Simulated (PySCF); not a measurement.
C5H8, SMILES C=C/C=C/C. Heavy atoms are numbered as in [CH2:1]=[CH:2]/[CH:3]=[CH:4]/[CH3:5]. Hydrogens are named by the atom that carries them.

The structure is a stationary point at B3LYP-D3(BJ)/def2-SVP. The values are those of a single conformer.

Calculation: ωB97X/def2-TZVP run with PySCF.

ESP charges are fitted to the potential on shells at 1.4 to 2.0 van der Waals radii. Atomic charges (e), one atom of each kind:

```tsv
atom	IAO	ESP fit
C1 (CH2)	-0.32	-0.48
C2 (CH)	-0.12	-0.05
C3 (CH)	-0.15	-0.31
C4 (CH)	-0.12	0.08
C5 (CH3)	-0.41	-0.52
H on C1	0.14	0.20
H on C2	0.14	0.14
H on C3	0.13	0.20
H on C4	0.13	0.10
H on C5	0.15	0.15
```

Computed Mayer and Wiberg (Löwdin basis) orders of the bonds:
```tsv
bond	Mayer	Wiberg
C1–C2	1.86	2.12
C2–C3	1.05	1.30
C3–C4	1.88	1.97
C4–C5	0.95	1.31
```
